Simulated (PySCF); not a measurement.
J couplings in C3F6O

Molfile (atoms numbered from 1):
```
C3F6O
     RDKit          3D

 10  9  0  0  0  0  0  0  0  0999 V2000
    1.6633    0.1489    0.8356 O   0  0  0  0  0  0  0  0  0  0  0  0
    0.6064    0.0482    0.2978 C   0  0  0  0  0  0  0  0  0  0  0  0
    0.4754    0.0329   -1.2428 C   0  0  0  0  0  0  0  0  0  0  0  0
    1.5970    0.4455   -1.7969 F   0  0  0  0  0  0  0  0  0  0  0  0
    0.2167   -1.2041   -1.6542 F   0  0  0  0  0  0  0  0  0  0  0  0
   -0.5201    0.8267   -1.6263 F   0  0  0  0  0  0  0  0  0  0  0  0
   -0.7059   -0.0578    1.1097 C   0  0  0  0  0  0  0  0  0  0  0  0
   -1.2811    1.1393    1.1632 F   0  0  0  0  0  0  0  0  0  0  0  0
   -0.4453   -0.4665    2.3356 F   0  0  0  0  0  0  0  0  0  0  0  0
   -1.5496   -0.9091    0.5357 F   0  0  0  0  0  0  0  0  0  0  0  0
  1  2  2  0
  2  3  1  0
  3  4  1  0
  3  5  1  0
  3  6  1  0
  2  7  1  0
  7  8  1  0
  7  9  1  0
  7 10  1  0
M  END
```

Indirect spin–spin couplings were computed at B3LYP/pcJ-1 (PySCF 2.14) on a PBE0-D3(BJ)/def2-SVP structure, for the isolated molecule, without vibrational or relativistic corrections. Couplings are averaged over pairs made equivalent by symmetry, fast rotation or ring inversion, so a value needn't be that of the named pair in this geometry, while other rotamers aren't included; one pair stands for each set, and the list holds those of at least 0.8 Hz over up to four bonds, among pairs with at least one F atom (others weren't computed). One-bond C–F couplings come out tens of Hz too large with common functionals.

Isotopes: ¹³C, ¹⁹F.

| pair | bonds | J (Hz) |
| --- | --- | --- |
| C3, F4 | 1 | ? |
| C2, F4 | 2 | 43.6 |
| F4, F5 | 2 | 70.5 |
| C3, F8 | 3 | 1.3 |
| F4, F8 | 4 | ? |

**Question.** Estimate the withheld couplings, with signs.

**Answer.** 
- ¹J(C3,F4) = -359.2 Hz (bond length 1.317 Å)
- ⁴J(F4,F8) = 3.7 Hz (mean over equivalent pairs that range from -1.6 to 14.1 Hz in this conformer)
